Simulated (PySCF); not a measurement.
**Correlation energy of O (oxygen, neutral)**

[He] 2s2 2p4, high-spin 3P determinant. Computed with PySCF 2.14 in x2c-QZVPPall with one added diffuse shell each of s, p, d, f type (8s5p4d3f1g, 73 functions), with scalar relativity by spin-free X2C-1e. Frozen: 1s2; 6 electrons correlated.

| level | correlation energy (mhartree) |
| --- | --- |
| CCSD | -172.30 |
| (T) | -3.80 |
| CCSD(T) | -176.10 |

Diagnostics: T1 = 0.0074, D1 = 0.0117, largest double amplitude 0.026.

Cost of the coupled-cluster step: about 16 core-seconds, for 6 correlated electrons.

Iterations:

```
CC2 = 0
CCSD nocc = (np.int64(4), np.int64(2)), nmo = (72, 72)
frozen orbitals [[0], [0]]
max_cycle = 100
direct = 0
conv_tol = 1e-08
conv_tol_normt = 1e-06
diis_space = 8
diis_start_cycle = 0
Init t2, MP2 energy = -0.157306630269422
Init E_corr(UCCSD) = -0.157306630277039
cycle = 1  E_corr(UCCSD) = -0.168591996551106  dE = -0.0112853663  norm(t1,t2) = 0.0282957
cycle = 2  E_corr(UCCSD) = -0.171107366944588  dE = -0.00251537039  norm(t1,t2) = 0.0101997
cycle = 3  E_corr(UCCSD) = -0.172278826000357  dE = -0.00117145906  norm(t1,t2) = 0.00517414
cycle = 4  E_corr(UCCSD) = -0.17231448889415  dE = -3.56628938e-05  norm(t1,t2) = 0.00166368
cycle = 5  E_corr(UCCSD) = -0.172278421804982  dE = 3.60670892e-05  norm(t1,t2) = 0.000872754
cycle = 6  E_corr(UCCSD) = -0.172296639319351  dE = -1.82175144e-05  norm(t1,t2) = 0.000247732
cycle = 7  E_corr(UCCSD) = -0.172299306379477  dE = -2.66706013e-06  norm(t1,t2) = 7.73885e-05
cycle = 8  E_corr(UCCSD) = -0.172297827698983  dE = 1.47868049e-06  norm(t1,t2) = 2.76184e-05
cycle = 9  E_corr(UCCSD) = -0.172297608807643  dE = 2.1889134e-07  norm(t1,t2) = 8.24385e-06
cycle = 10  E_corr(UCCSD) = -0.172297693369346  dE = -8.45617029e-08  norm(t1,t2) = 2.25266e-06
cycle = 11  E_corr(UCCSD) = -0.172297693739459  dE = -3.70112441e-10  norm(t1,t2) = 6.29322e-07
UCCSD converged
E(UCCSD) = -75.04340081215521  E_corr = -0.1722976937394589
UCCSD(T) correction = -0.00380420004272488
```
